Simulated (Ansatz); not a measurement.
GeH8OSi2, SMILES `O[SiH2][SiH2][GeH3]` at its PBE0-D4/def2-TZVP geometry, where that method's forces vanish. Charge 0, multiplicity 1.

```xyz
12

O     0.1809    1.7204   -1.4443
Si    1.1600    1.2956   -0.1804
Si   -0.1317   -0.0901    1.1854
Ge   -1.1659   -1.7789   -0.1345
H     0.5413    2.3055   -2.1121
H     1.6535    2.5016    0.5469
H     2.3654    0.5557   -0.6575
H    -1.1744    0.6965    1.9008
H     0.7547   -0.7221    2.2034
H    -0.1027   -2.5343   -0.9503
H    -2.1754   -1.1535   -1.1089
H    -1.9056   -2.7965    0.7515
```

**Question.** What forces (eV/Å) does r2SCAN-D4/def2-TZVPP give on these atoms in Ansatz? (Estimate.)

**Answer.** The calculation gave: 
```
O1  -0.052 -0.005 -0.023
Si2  0.051 -0.001  0.025
Si3 -0.009 -0.023 -0.001
Ge4 -0.006 -0.012 -0.003
H5   0.008  0.021 -0.024
H6   0.003 -0.016 -0.001
H7  -0.007  0.007  0.016
H8   0.009 -0.012 -0.003
H9  -0.016  0.008 -0.009
H10 -0.058  0.030  0.034
H11  0.046 -0.038  0.041
H12  0.030  0.041 -0.051
```
